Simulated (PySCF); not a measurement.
Geometries of 2 isomers of C3H3BrO, from PySCF 2.14.0, PBE0-D3(BJ)/def2-SVP geometry optimisation, gas phase. One conformer each, no zero-point energy, no frequencies.

Question: Which isomer lies lower at this level?
A.
```xyz
8
angstrom
O     -1.110   -0.302    1.101
C     -0.383    0.349    0.115
C      1.105    0.317    0.219
C      0.574   -0.397   -0.733
Br     0.826   -1.592   -2.111
H     -2.037   -0.303    0.841
H     -0.889    1.247   -0.279
H      1.970    0.650    0.788
```
B.
```xyz
8
angstrom
O     -2.247   -0.501   -0.443
C     -1.245    0.084   -0.112
C      0.086   -0.545   -0.124
C      1.238    0.036    0.234
Br     1.429    1.798    0.839
H     -1.273    1.148    0.226
H      0.116   -1.586   -0.459
H      2.191   -0.496    0.201
```

Answer: B. That is `O=C/C=C\Br`, 38.0 kcal/mol below the other.

| SMILES | atoms numbered as above | E (Eh) | relative (kcal/mol) | relative (kJ/mol) | dipole (D) |
| --- | --- | --- | --- | --- | --- |
| O=C/C=C\Br | [O:1]=[CH:2]/[CH:3]=[CH:4]\[Br:5] | -2764.49946 | 0.0 | 0.0 | 2.69 |
| O[C@H]1C=C1Br | [OH:1][C@H:2]1[CH:3]=[C:4]1[Br:5] | -2764.43898 | 38.0 | 158.8 | 1.27 |

As drawn, the lower has a C=O bond, which the higher lacks; the higher has a three-membered ring and an O–H bond, which the lower lacks.
